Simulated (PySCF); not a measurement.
Job file and geometry (Å, from GFN2-xTB) of an NMR shielding run on SMILES Cl[C@H]1CC12CCC2, C6H9Cl, GIAO PBE0/pcSseg-1 NMR shielding, non-relativistic, gas phase in PySCF 2.14.0, density-fitted response routines; density fitting, a coarse starting grid and PySCF grid level 2 are the driver's defaults:

```
$ OMP_NUM_THREADS=1 python probes_run.py task.json out

{"job": {"kind": "nmr", "xc": "PBE0", "basis": "pcSseg-1"}, "charge": 0, "multiplicity": 1}
Cl    -1.606887     2.475745    -0.279104
C     -1.293016     0.834089    -0.823137
C     -0.091459     0.575565    -1.683346
C     -0.120555     0.099533    -0.263834
C      0.778848     0.558526     0.870498
C      0.807820    -0.888220     1.396381
C     -0.106213    -1.334903     0.240250
H     -2.217205     0.308569    -1.022109
H      0.547145     1.413662    -1.919625
H     -0.191783    -0.144950    -2.482101
H      0.312106     1.280268     1.538738
H      1.742964     0.948612     0.549178
H      1.793945    -1.346112     1.385631
H      0.370116    -1.012770     2.383724
H     -1.079609    -1.713815     0.547988
H      0.346183    -2.044854    -0.450543
```

Problem. What does the program print?

Solution. 
```
coarse grid: 13720 points
cycle   1  E = -693.6372764119  dE =  1.050e+00  |g| = 3.560e-01  |ddm| = 3.656e+00
cycle   2  E = -693.6328833041  dE =  4.393e-03  |g| = 4.015e-01  |ddm| = 7.149e-01
cycle   3  E = -693.6724576323  dE = -3.957e-02  |g| = 5.515e-02  |ddm| = 3.985e-01
cycle   4  E = -693.6730681339  dE = -6.105e-04  |g| = 2.257e-02  |ddm| = 7.676e-02
cycle   5  E = -693.6731787462  dE = -1.106e-04  |g| = 4.806e-03  |ddm| = 2.250e-02
cycle   6  E = -693.6731840184  dE = -5.272e-06  |g| = 1.541e-03  |ddm| = 7.088e-03
final grid: 127344 points
cycle   7  E = -693.7155409656  dE = -4.188e-05  |g| = 9.254e-03  |ddm| = 3.743e-02
cycle   8  E = -693.7155277580  dE =  1.321e-05  |g| = 1.169e-02  |ddm| = 2.103e-02
cycle   9  E = -693.7155631188  dE = -3.536e-05  |g| = 1.089e-03  |ddm| = 1.257e-02
cycle  10  E = -693.7155633491  dE = -2.303e-07  |g| = 2.725e-04  |ddm| = 1.309e-03
cycle  11  E = -693.7155633656  dE = -1.651e-08  |g| = 5.314e-05  |ddm| = 2.599e-04
cycle  12  E = -693.7155633662  dE = -6.037e-10  |g| = 1.652e-05  |ddm| = 8.435e-05
converged SCF energy = -693.7155633662

GIAO shielding tensors (ppm)
atom      isotropic    diamagn.    paramagn.     s11        s22        s33       span
  0 Cl     849.136    1146.521    -297.385    671.958    794.397   1081.053    409.094
  1 C      140.454     250.051    -109.597    102.306    126.976    192.081     89.775
  2 C      160.624     250.633     -90.010    133.539    154.670    193.662     60.123
  3 C      162.317     249.011     -86.693    124.858    151.859    210.235     85.377
  4 C      160.911     245.007     -84.095    143.158    157.697    181.879     38.721
  5 C      171.842     251.176     -79.334    165.854    166.902    182.770     16.915
  6 C      157.621     245.890     -88.269    143.149    147.878    181.837     38.688
  7 H       28.952      30.694      -1.741     21.640     28.385     36.832     15.192
  8 H       31.247      30.770       0.477     26.228     29.185     38.328     12.100
  9 H       30.835      30.943      -0.108     26.170     26.984     39.352     13.183
 10 H       29.103      29.617      -0.514     24.765     29.338     33.207      8.442
 11 H       29.679      29.936      -0.257     25.675     27.607     35.755     10.081
 12 H       29.568      29.674      -0.106     26.048     26.488     36.166     10.118
 13 H       29.606      29.639      -0.033     26.028     26.772     36.018      9.990
 14 H       29.572      30.224      -0.652     25.622     27.586     35.509      9.886
 15 H       29.598      30.247      -0.649     25.705     27.426     35.664      9.959
```

Size and cost of the density-fitted run: 171 basis functions, 36 s wall time on 1 thread of an Intel Xeon, shared host; peak memory 0.78 GiB.
